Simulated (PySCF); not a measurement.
## What builds the third ionisation energy along the 4p block

Calculated with PySCF 2.14 from differences of total energies of unrestricted determinants, without spin-orbit coupling. Each column adds one step, in eV (sums use unrounded values): valence MP2, valence CCSD, valence triples, then the next inner shell at CCSD(T) (Ge 3s 3p 3d, As 3s 3p 3d, Se 3s 3p 3d, Br 3s 3p 3d, Kr 3s 3p 3d). References (NIST) marked * lie between the lowest fine-structure levels; the others compare directly ((s) semi-empirical, (t) theoretical).

```
                                                               element     UHF  + MP2  + CCSD  + (T)  + inner shell     sum         reference
        Ge [Ar] 3d10 4s2 → [Ar] 3d10 4s1 (x2c-TZVPPall, spin-free X2C)  32.176  0.759   0.289  0.000          0.364  33.588            34.058
    As [Ar] 3d10 4s2 4p1 → [Ar] 3d10 4s2 (x2c-TZVPPall, spin-free X2C)  27.391  0.262   0.086  0.019          0.109  27.867  28.349 ± 0.012 *
Se [Ar] 3d10 4s2 4p2 → [Ar] 3d10 4s2 4p1 (x2c-TZVPPall, spin-free X2C)  30.992  0.392   0.033  0.022          0.061  31.501  31.697 ± 0.019 *
Br [Ar] 3d10 4s2 4p3 → [Ar] 3d10 4s2 4p2 (x2c-TZVPPall, spin-free X2C)  34.651  0.522  -0.036  0.026          0.044  35.207  34.871 ± 0.019 *
Kr [Ar] 3d10 4s2 4p4 → [Ar] 3d10 4s2 4p3 (x2c-TZVPPall, spin-free X2C)  34.347  0.703   0.118  0.022          0.039  35.228   35.838 ± 0.02 *
```

What remains against the references is mostly basis incompleteness and, for starred values, spin-orbit coupling.

These are valence bases, so the inner-shell step is incomplete.
